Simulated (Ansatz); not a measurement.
Ag2O, relaxed as a singlet with RKS PBE0-D4/def2-TZVP in Ansatz, starting from the GFN1-xTB geometry. Force threshold 0.02 eV/Å.

In the def2 sets Ag takes a core potential; there is no spin–orbit coupling. The relaxation made no stability test and no search for a lower SCF solution. The structure comes from a short search, and lower isomers may exist.

Start:

```xyz
3

Ag    1.038   -1.270   -1.104
Ag   -1.038    1.270    1.104
O     0.001    0.000    0.001
```

```
step  energy (eV)  largest force component (eV/Å)  SCF passes
   1  -10042.9726                           0.250          19
   2  -10042.9782                           0.082          24
   3  -10042.9788                           0.004          24
   4  -10042.9788                           0.005          17
   5  -10042.9789                           0.007          17
   6  -10042.9790                           0.014          24
   7  -10042.9793                           0.028          26
   8  -10042.9841                           0.093          25
   9  -10043.0646                           0.272          29
  10  -10043.1943                           0.301          29
  11  -10043.2428                           0.285          23
  12  -10043.3247                           0.377          29
  13  -10043.3457                           0.212          23
  14  -10043.3682                           0.105          29
  15  -10043.3691                           0.006          25
```

Force components are those of the run's own axes.

End:

```xyz
3

Ag    0.492   -0.941   -1.156
Ag   -1.093    0.997    0.527
O     0.601   -0.056    0.629
```

By distances, no bond broke or formed, bridged metal pairs apart. The bond that changes most is Ag1–O3, from 1.98 to 2.00 Å (atoms count from 1). Metal–metal contacts that move far: Ag1–Ag2 3.95 to 3.02 Å.

The force fell under the threshold at step 3, but the optimiser went on and released 0.390 eV more. No frequencies were taken in this run, so the end may be a saddle point.

Run time 13 s (4 threads of Arm Neoverse V1 on a shared host).
